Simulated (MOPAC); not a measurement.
MOPAC input (PM7):

```
PM7 FORCE THERMO(298,298) PRECISE LET GEO-OK AUX(PRECISION=9) THREADS=1
H5FSi2

F    -1.38102673 1    0.98198916 1    0.45266933 1
Si   -0.76693486 1   -0.37197305 1   -0.06937729 1
Si    1.41419521 1   -0.10049281 1   -0.14705641 1
H    -1.13885713 1   -1.46655554 1    0.83640522 1
H    -1.31543975 1   -0.68628383 1   -1.39498476 1
H     2.08087381 1   -1.31341497 1   -0.62394639 1
H     1.76843077 1    0.99333585 1   -1.05308680 1
H     1.94521170 1    0.21220770 1    1.18076348 1
```

Output:

```
 *******************************************************************************
 **                                                                           **
 **                              MOPAC v23.2.5                                **
 **                                                                           **
 *******************************************************************************
 ** MOPAC's Digital Object Identifier: https://doi.org/10.5281/zenodo.6511958 **
 **                                                                           **
 ** Please cite the open-source release paper for use of this MOPAC version:  **
 ** J. E. Moussa and J. J. P. Stewart (2026)                                  **
 ** MOPAC: An open-source semiempirical molecular orbital program             **
 ** J. Open Source Softw., 11(119), 8025, https://doi.org/10.21105/joss.08025 **
 *******************************************************************************

                              PM7 CALCULATION RESULTS

 *******************************************************************************
 *  PM7        - The PM7 Hamiltonian to be used
 *  GEO-OK     - OVERRIDE INTERATOMIC DISTANCE AND OTHER SAFETY CHECKS
 *  LET        - OVERRIDE SOME SAFETY CHECKS
 *  PRECISE    - TIGHTER CRITERIA TO BE USED
 *  FORCE      - FORCE CALCULATION SPECIFIED
 *  AUX        - OUTPUT AUXILIARY INFORMATION
 *  THERMO     - THERMODYNAMIC QUANTITIES TO BE CALCULATED
 *******************************************************************************
PM7 FORCE THERMO(298,298) PRECISE LET GEO-OK AUX(PRECISION=9) THREADS=1
 H5FSi2

   ATOM   CHEMICAL          X               Y               Z
  NUMBER   SYMBOL      (ANGSTROMS)     (ANGSTROMS)     (ANGSTROMS)

     1       F         -1.38102673  *   0.98198916  *   0.45266933  *
     2      Si         -0.76693486  *  -0.37197305  *  -0.06937729  *
     3      Si          1.41419521  *  -0.10049281  *  -0.14705641  *
     4       H         -1.13885713  *  -1.46655554  *   0.83640522  *
     5       H         -1.31543975  *  -0.68628383  *  -1.39498476  *
     6       H          2.08087381  *  -1.31341497  *  -0.62394639  *
     7       H          1.76843077  *   0.99333585  *  -1.05308680  *
     8       H          1.94521170  *   0.21220770  *   1.18076348  *

          CARTESIAN COORDINATES

    NO.       ATOM           X           Y           Z

     1         F         -1.3810      0.9820      0.4527
     2        Si         -0.7669     -0.3720     -0.0694
     3        Si          1.4142     -0.1005     -0.1471
     4         H         -1.1389     -1.4666      0.8364
     5         H         -1.3154     -0.6863     -1.3950
     6         H          2.0809     -1.3134     -0.6239
     7         H          1.7684      0.9933     -1.0531
     8         H          1.9452      0.2122      1.1808

 General Reference for PM7:
 "Optimization of Parameters for Semiempirical Methods VI: More Modifications to the
 NDDO Approximations and Re-optimization of Parameters", J. J. P. Stewart, J. Mol. Mod., 1:32, 19 (2013)
 https://link.springer.com/article/10.1007/s00894-012-1667-x

           Empirical Formula: H5 F Si2  =     8 atoms

      MOLECULAR POINT GROUP   :   Cs
[...]
 EFFECTIVE MASS     22.3950
 FORCE CONSTANT      5.3663

 VIBRATION         14    6A"         ATOM PAIR     ENERGY CONTRIBUTION    RADIAL
 FREQUENCY          2282.02         Si3 -- H 7         +42.7% ( 66.0%)     98.5%
 TRANSITION DIPOLE   0.0763         Si3 -- H 8         +42.7% ( 66.0%)     98.5%
 TRAVEL (Ang.)       0.2767         Si2 -- H 4          +7.1% ( 26.8%)     98.7%
 REDUCED MASS        0.3858         Si2 -- H 5          +7.1% ( 26.8%)     98.7%
 EFFECTIVE MASS      1.3913
 FORCE CONSTANT      1.1838

 VIBRATION         15    9A'         ATOM PAIR     ENERGY CONTRIBUTION    RADIAL
 FREQUENCY          2282.93         Si3 -- H 6         +58.5% ( 77.1%)     99.5%
 TRANSITION DIPOLE   0.1865         Si3 -- H 8         +20.5% ( 45.7%)     92.1%
 TRAVEL (Ang.)       0.2586         Si3 -- H 7         +20.5% ( 45.7%)     92.1%
 REDUCED MASS        0.4418         Si2 -- Si3          +0.2% (  4.5%)      0.3%
 EFFECTIVE MASS      1.3933
 FORCE CONSTANT      1.3565

 VIBRATION         16    7A"         ATOM PAIR     ENERGY CONTRIBUTION    RADIAL
 FREQUENCY          2284.86         Si2 -- H 4         +42.8% ( 66.0%)     98.6%
 TRANSITION DIPOLE   0.4189         Si2 -- H 5         +42.8% ( 66.0%)     98.6%
 TRAVEL (Ang.)       0.2763         Si3 -- H 8          +7.0% ( 26.7%)     98.4%
 REDUCED MASS        0.3864         Si3 -- H 7          +7.0% ( 26.7%)     98.4%
 EFFECTIVE MASS      1.4001
 FORCE CONSTANT      1.1887

 VIBRATION         17   10A'         ATOM PAIR     ENERGY CONTRIBUTION    RADIAL
 FREQUENCY          2294.01         Si3 -- H 6         +34.8% ( 58.4%)     98.7%
 TRANSITION DIPOLE   0.0567         Si3 -- H 8         +22.2% ( 46.6%)     97.2%
 TRAVEL (Ang.)       0.3497         Si3 -- H 7         +22.2% ( 46.6%)     97.2%
 REDUCED MASS        0.2404         Si2 -- H 5         +10.4% ( 31.8%)     98.3%
 EFFECTIVE MASS      1.1270         Si2 -- H 4         +10.4% ( 31.8%)     98.3%
 FORCE CONSTANT      0.7453

 VIBRATION         18   11A'         ATOM PAIR     ENERGY CONTRIBUTION    RADIAL
 FREQUENCY          2297.13         Si2 -- H 5         +39.6% ( 62.5%)     98.1%
 TRANSITION DIPOLE   0.3427         Si2 -- H 4         +39.6% ( 62.5%)     98.1%
 TRAVEL (Ang.)       0.3004         Si3 -- H 7          +7.0% ( 26.3%)     97.2%
 REDUCED MASS        0.3253         Si3 -- H 8          +7.0% ( 26.3%)     97.2%
 EFFECTIVE MASS      1.1964
 FORCE CONSTANT      1.0112

      SYMMETRY NUMBER FOR POINT-GROUP Cs  =  1

          SYSTEM IS A GROUND STATE

 H5FSi2

          MOLECULE IS NOT LINEAR

          THERE ARE 18 GENUINE VIBRATIONS IN THIS SYSTEM
          THIS THERMODYNAMICS CALCULATION IS LIMITED TO
          MOLECULES WHICH HAVE NO INTERNAL ROTATIONS

                    CALCULATED THERMODYNAMIC PROPERTIES
                                          *
   TEMP. (K)   PARTITION FUNCTION   H.O.F.    ENTHALPY  HEAT CAPACITY ENTROPY
                                   KCAL/MOL   CAL/MOLE    CAL/K/MOL  CAL/K/MOL

 298.00  VIB.     0.7298D+01                  1734.9001    13.2083     9.7715
         ROT.     0.6210D+05                   888.2803     2.9808    24.9126
         INT.     0.4532D+06                  2623.1805    16.1891    34.6841
         TRA.     0.6945D+27                  1480.4672     4.9680    39.0584
         TOT.                      -84.860    4103.6476    21.1571    73.7425

   *: NOTE: HEATS OF FORMATION ARE RELATIVE TO THE
            ELEMENTS IN THEIR STANDARD STATE AT 298K
              (=  Standard Enthalpy of Formation).

            Hvib:  Zero-point energy is not included.
                   frequencies of less than zero cm-1 are not included.
            Hrot = (3/2)RT
            Htra = (3/2)RT + pV = (5/2)RT

            Heat capacity is Cp, not Cv

          For more information, see: HTTP://OpenMOPAC.net/Manual/thermochemistry.html

           FORCE CONSTANT IN CARTESIAN COORDINATES (Millidynes/A)

    ATOM   CHEMICAL       X               Y               Z
   NUMBER   SYMBOL  FORCE CONSTANT  FORCE CONSTANT  FORCE CONSTANT

      1       F        5.671379        0.296717        0.335622
      2      Si        6.453432        3.534512        4.489383
      3      Si        4.287884        3.392266        4.393382
      4       H        0.636652        0.905468        2.042152
      5       H        0.636651        0.905465        2.042157
      6       H        2.994220        0.274555        0.259418
      7       H        0.572438        0.886350        2.055572
      8       H        0.572437        0.886347        2.055576

 **********************
 *                    *
 * JOB ENDED NORMALLY *
 *                    *
 **********************

 == MOPAC DONE ==
```
